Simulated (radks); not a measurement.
Numerical settings for the germanium ion Ge+, [Ar] 3d10 4s2 4p1. Method: Dirac Kohn-Sham, PBE, spin-unpolarised, spherical densities, point nucleus; open shells fill j = l - 1/2 first; computed with a radial shooting solver on a logarithmic mesh with Libxc functionals. The defaults (mesh step 0.008 in ln r, mesh end at 40 bohr or more with all orbitals vanishing there, Anderson mixing 0.5 over 9 steps, residual threshold near 1e-9 with the energy settled to 1e-9 hartree or 1e-11 of itself, here a cap of 82 iterations) give E = -2098.6649 hartree and 4p1/2 at -11.366 eV in 14 iterations. Run on one thread of a shared host, so times are rough (Arm Neoverse N1): 0.15 s of CPU time, 0.15 s wall, 14 iterations on 2546 mesh points. Changes against that run (0 stands for a change within the tolerance of the run):

| setting | iterations | converged | E (mhartree) | e(4p1/2) (meV) | CPU (s) |
|---|---|---|---|---|---|
| mesh step in ln r 0.2 | 2 | no | diverged | - | 0.01 |
| mesh step in ln r 0.05 | 14 | yes | +0.0112 | +0.00317 | 0.04 |
| mesh step in ln r 0.003 | 14 | yes | 0 | 0 | 0.37 |
| mesh end (bohr) 5 | 14 | yes | +32.5 | +1.15e+03 | 0.14 |
| mesh end (bohr) 20 | 14 | yes | 0 | 0 | 0.15 |
| residual threshold 1e-13 | 23 | yes | 0 | 0 | 0.2 |
| residual threshold 0.001 | 10 | yes | 0 | -0.0231 | 0.12 |
| mixing 0.05 | 22 | yes | 0 | 0 | 0.21 |
| linear mixing, mixing 1 | 82 | no | +1.32e+05 | +8.72e+03 | 1.8 |
| linear mixing, mixing 0.05 | 82 | no | +0.0208 | -60.3 | 0.62 |
| mixing history 2 | 24 | yes | 0 | 0 | 0.2 |
| iteration cap 8 | 8 | no | 0 | +0.83 | 0.08 |

Settings that end as converged yet miss the energy by more than 1 mhartree: mesh end (bohr) 5 (+0.0325 hartree). A mesh that ends early acts as a hard wall.
